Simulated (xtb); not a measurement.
xtb input (GFN1-xTB):

```bash
xtb mol.xyz --gfn 1 --sp --chrg 1 --uhf 0
```
mol.xyz:
```
16

C     -1.70345816    -0.82158574    -0.42605077
C     -0.57951860     0.05057871     0.16201849
C     -0.52169045     1.42769907    -0.49865260
C      0.69230231    -0.73077476    -0.00652922
O      1.86069893     0.06915361     0.67621405
H     -2.65467468    -0.30859008    -0.29303817
H     -1.77366522    -1.79206422     0.06621758
H     -1.55782401    -0.98073214    -1.49585457
H     -0.77544493     0.15857401     1.23661376
H     -0.35550657     1.33457491    -1.57377631
H      0.26553022     2.06089505    -0.08740342
H     -1.46813513     1.94616339    -0.35210667
H      0.69901426    -1.69909476     0.48738837
H      1.04608912    -0.78957378    -1.03264474
H      2.72140072    -0.38873599     0.66588578
H      1.64181404     0.34985113     1.58429050
```

End of the output:

```
         :::::::::::::::::::::::::::::::::::::::::::::::::::::
         ::                     SUMMARY                     ::
         :::::::::::::::::::::::::::::::::::::::::::::::::::::
         :: total energy             -18.595787051770 Eh    ::
         :: gradient norm              0.032618713756 Eh/a0 ::
         :: HOMO-LUMO gap              5.851688939994 eV    ::
         ::.................................................::
         :: SCC energy               -18.813099287900 Eh    ::
         :: -> electrostatic           0.133193895688 Eh    ::
         :: repulsion energy           0.222453865582 Eh    ::
         :: dispersion energy         -0.005141629452 Eh    ::
         :: halogen bond corr.         0.000000000000 Eh    ::
         :: add. restraining           0.000000000000 Eh    ::
         :: total charge               1.000000000000 e     ::
         :::::::::::::::::::::::::::::::::::::::::::::::::::::

           -------------------------------------------------
          |                Property Printout                |
           -------------------------------------------------

    * Orbital Energies and Occupations

         #    Occupation            Energy/Eh            Energy/eV
      -------------------------------------------------------------
         1        2.0000           -1.0890773             -29.6353
       ...           ...                  ...                  ...
         4        2.0000           -0.8660328             -23.5660
         5        2.0000           -0.8440719             -22.9684
         6        2.0000           -0.8075917             -21.9757
         7        2.0000           -0.7886274             -21.4596
         8        2.0000           -0.7756031             -21.1052
         9        2.0000           -0.7488641             -20.3776
        10        2.0000           -0.7221387             -19.6504
        11        2.0000           -0.7023271             -19.1113
        12        2.0000           -0.6791081             -18.4795
        13        2.0000           -0.6625589             -18.0291
        14        2.0000           -0.6536486             -17.7867
        15        2.0000           -0.6481260             -17.6364
        16        2.0000           -0.6433573             -17.5066 (HOMO)
        17                         -0.4283117             -11.6550 (LUMO)
        18                         -0.3510421              -9.5523
        19                         -0.3269712              -8.8973
        20                         -0.2973668              -8.0918
        21                         -0.2875827              -7.8255
        22                         -0.2705027              -7.3608
        23                         -0.2658674              -7.2346
        24                         -0.2528455              -6.8803
        25                         -0.2148347              -5.8459
        26                         -0.2108397              -5.7372
        27                         -0.1965771              -5.3491
       ...                                ...                  ...
        42                          0.3248480               8.8396
      -------------------------------------------------------------
                  HL-Gap            0.2150456 Eh            5.8517 eV
             Fermi-level           -0.5358345 Eh          -14.5808 eV

  Mulliken/CM5 charges         n(s)   n(p)   n(d)
     1C    -0.09094 -0.24081   1.016  3.074  0.000
     2C    -0.01726 -0.08963   1.057  2.961  0.000
     3C    -0.09712 -0.24590   1.014  3.083  0.000
     4C     0.17979  0.08440   1.076  2.744  0.000
     5O    -0.43993 -0.80403   1.694  4.746  0.000
     6H     0.07608  0.12837   0.924  0.000  0.000
     7H     0.05502  0.10694   0.945  0.000  0.000
     8H     0.05577  0.10819   0.944  0.000  0.000
     9H     0.04570  0.10549   0.954  0.000  0.000
    10H     0.05543  0.10810   0.945  0.000  0.000
    11H     0.04473  0.09877   0.955  0.000  0.000
    12H     0.07317  0.12545   0.927  0.000  0.000
    13H     0.07629  0.13791   0.924  0.000  0.000
    14H     0.09224  0.15547   0.908  0.000  0.000
    15H     0.44926  0.61385   0.551  0.000  0.000
    16H     0.44176  0.60744   0.558  0.000  0.000

Wiberg/Mayer (AO) data.
largest (>0.10) Wiberg bond orders for each atom

 ---------------------------------------------------------------------------
     #   Z sym  total        # sym  WBO       # sym  WBO       # sym  WBO
 ---------------------------------------------------------------------------
     1   6 C    3.985 --     8 H    0.985     7 H    0.983     2 C    0.981
                             6 H    0.978
     2   6 C    3.972 --     4 C    1.009     3 C    1.005     1 C    0.981
                             9 H    0.966
     3   6 C    3.988 --     2 C    1.005    10 H    0.984    11 H    0.984
                            12 H    0.980
     4   6 C    3.705 --     2 C    1.009    13 H    0.977    14 H    0.973
                             5 O    0.695
     5   8 O    2.297 --    16 H    0.789    15 H    0.786     4 C    0.695
     6   1 H    0.995 --     1 C    0.978
     7   1 H    0.996 --     1 C    0.983
     8   1 H    0.996 --     1 C    0.985
     9   1 H    1.002 --     2 C    0.966
    10   1 H    0.996 --     3 C    0.984
    11   1 H    1.001 --     3 C    0.984
    12   1 H    0.996 --     3 C    0.980
    13   1 H    1.002 --     4 C    0.977
    14   1 H    1.001 --     4 C    0.973
    15   1 H    0.803 --     5 O    0.786
    16   1 H    0.815 --     5 O    0.789
 ---------------------------------------------------------------------------

Topologies differ in total number of bonds
Writing topology from bond orders to xtbtopo.mol

 dipole moment from electron density (au)
     X       Y       Z
   2.5294  -0.7021   1.4348  total (Debye):    7.604

           -------------------------------------------------
          | TOTAL ENERGY              -18.595787051770 Eh   |
          | GRADIENT NORM               0.032618713756 Eh/α |
          | HOMO-LUMO GAP               5.851688939994 eV   |
           -------------------------------------------------

------------------------------------------------------------------------
------------------------------------------------------------------------
 total:
 SCF:
Note: The following floating-point exceptions are signalling: IEEE_DENORMAL
normal termination of xtb
```

It need not be the lowest isomer of its formula.
